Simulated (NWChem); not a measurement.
FZn (+1) in NWChem

```xyz
2

Zn     0.0000     0.0000    -0.3999
F      0.0000     0.0000     1.3330
```
Charge +1, spin multiplicity 1.

Program: NWChem. All single points use one geometry, from PBE/def2-SVP, a minimum by its harmonic frequencies.

Symmetry labels belong to the abelian group C2v used in the runs, with the axes of the coordinates shown; states degenerate in a higher group split over its labels.

B3LYP has NWChem's definition, with VWN1-RPA local correlation. The spin multiplicity of the parent species was assumed, not shown to be that of its ground state. The structure started from a generated list of species.

Question: List the lowest 6 singlet excitations that TD-B3LYP/def2-SVPD, VWN1-RPA local correlation gives, with oscillator strengths.

Answer: 
| state | symmetry | energy (eV) | wavelength (nm) | f |
|---|---|---|---|---|
| 1 | b1 | 2.98 | 416 | 0.005 |
| 2 | b2 | 2.98 | 416 | 0.005 |
| 3 | a1 | 5.16 | 240 | 0.105 |
| 4 | a2 | 8.26 | 150 | 0.000 |
| 5 | a2 | 8.32 | 149 | 0.000 |
| 6 | a1 | 8.32 | 149 | 0.000 |
